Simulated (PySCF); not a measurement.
**BF3H3P: core ionisation energies**

BF₃H₃P.
Bonds: B1–P2, P2–F3, P2–F4, P2–F5. Hydrogens: H6, H7, H8 on B1.

Level of theory: delta-SCF UKS SCAN, pcX-2 on the ionised atom, pcseg-1 elsewhere, spin-free X2C in PySCF 2.14.0. These are vertical core ionisation energies against the vacuum level, from separate self-consistent calculations with and without the core hole.

List the computed XPS lines with their assignment.

| atom(s) | bonded to | level | binding energy (eV) | count |
| --- | --- | --- | --- | --- |
| B1 | 3 H and P | B 1s | 194.95 | 1 |
| P2 | 3 F and B | P 1s | 2156.62 | 1 |
| F3/F4/F5 | P | F 1s | 694.75 | 3 |

Which photon energy gives electrons from P 1s of P2 a kinetic energy of 20 eV, and what is their de Broglie wavelength?

hν = 2156.62 + 20 = 2176.62 eV, recoil neglected; λ = 12.264 Å/√(E/eV) = 2.74 Å.

Atoms equivalent by their bonding share one computed value, that of the first of them. Not every level is listed. Isolated species at its PBE0-D3(BJ)/def2-SVP geometry, gas phase.

Time: 12 s wall; peak memory 0.44 GiB. Hardware: one thread, Arm Neoverse V1 (aarch64), no GPU, shared host.
